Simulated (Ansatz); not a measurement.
Species: H4O3Sn, SMILES `[OH][SnH]([OH])[OH]` (charge 0, multiplicity 1).

Problem. Give a relaxed geometry from PBE-D3(BJ)/def2-TZVP run with Ansatz (a quantum-chemistry and plane-wave program).

Solution. This is not unique; one that fits is the end point of this relaxation, one of several conformers (outside a Z-matrix the atoms follow the SMILES, hydrogens last).
Z-matrix (Å, degrees):
```
Sn
O 1 1.9841
H 2 0.9737 1 109.28
O 1 1.9842 2 107.05 3 107.47
H 4 0.9737 1 109.30 2 -7.28
O 1 1.9842 2 106.98 3 -7.02
H 6 0.9737 1 109.30 2 107.61
H 1 1.7060 2 111.83 3 -129.79
```
